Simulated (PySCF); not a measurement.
# Computed properties of C₄H₈Si₂, SMILES [SiH3]C1=CC=C[SiH2]1

C₄H₈Si₂, SMILES [SiH3]C1=CC=C[SiH2]1. The structure is a stationary point at r2SCAN-D4/def2-SVP. This is a generated structure with no PubChem entry under its InChIKey; it may be hypothetical. The values are those of a single conformer. All values are computed for the isolated molecule unless a solvent is named; none is compared with measurement here.

**Structure.** The optimised structure has Cs symmetry. All 36 harmonic modes at r2SCAN-D4/def2-SVP (PySCF) are real, so it is a minimum. With heavy atoms numbered as in [SiH3:1][C:2]1=[CH:3][CH:4]=[CH:5][SiH2:6]1, the shortest bond between them is C4–C5 at 1.356 Å and the longest C2–Si6 at 1.884 Å.

**Vibrations.** The strongest infrared lines (harmonic, unscaled, degenerate partners summed) lie at 918 cm⁻¹ (197 km/mol, H 92 %), 934 cm⁻¹ (161 km/mol, H 93 %), 2216 cm⁻¹ (133 km/mol, H 98 %). The softest mode is at 98 cm⁻¹ and the zero-point energy is 60.8 kcal/mol.

**Electronic structure.** B3LYP/def2-TZVP (PySCF) places the frontier levels at -6.74 and -2.10 eV, a gap of 4.64 eV, and gives a dipole moment of 1.31 D and a mean polarisability of 98.6 bohr³. PBE/def2-TZVP (PySCF) at the same geometry gives -6.00 and -2.82 eV, so its gap is 1.46 eV narrower. An orbital gap is neither the optical nor the fundamental gap.

**Excitations.** TDA-B3LYP/def2-SVPD (PySCF) has S1 at 4.49 eV (276 nm, f = 0.174, bright); the most intense of the 10 singlets computed lies at 4.49 eV (f = 0.17). T1 (TDA) is at 2.58 eV, 1.91 eV under S1. TDA-PBE/def2-SVPD (PySCF) puts S1 at 4.36 eV. No vertical singlet excitation falls in the visible range (under 3.1 eV).

**NMR.** GIAO shifts at B3LYP/pcSseg-1 (PySCF) (non-relativistic, atoms alike by connectivity averaged): ¹³C from 141.3 to 173.3 ppm against TMS; ¹H from 4.6 to 7.8 ppm against TMS; ²⁹Si from -71.2 to -37.2 ppm against TMS.

**Solvation.** SMD-PBE0/6-31G* (PySCF) gives 2.6 kcal/mol in water, -1.4 kcal/mol in 1-octanol, -2.3 kcal/mol in acetone (1 M in both phases, gas-phase geometry); of these solvents acetone holds the molecule best.
